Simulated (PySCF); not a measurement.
In(Br)(Me)2 (C2H6BrIn), SMILES [CH3][In]([CH3])[Br].

The structure is a stationary point at B3LYP-D3(BJ)/def2-SVP. The structure was generated by enumeration; whether it is a known compound was not checked. The def2 effective core potentials stand for the cores of In; spin–orbit coupling is left out.

Calculation: PBE/def2-TZVP (PySCF).

The molecule is in vacuum.

The total energy comes out as -2843.69596 hartree, the highest occupied level is -6.15 eV and the lowest empty level is -2.04 eV. The orbital gap is 4.11 eV. The dipole moment is 3.72 D. The quadrupole, principal values (traceless, Buckingham form, about the centre of nuclear charge) is -3.96, -0.44, 4.40 D·Å, the mean static polarisability comes out as 88.0 bohr³ (13.04 Å³) and the polarisability, principal values comes out as 61.7, 100.4, 101.8 bohr³.
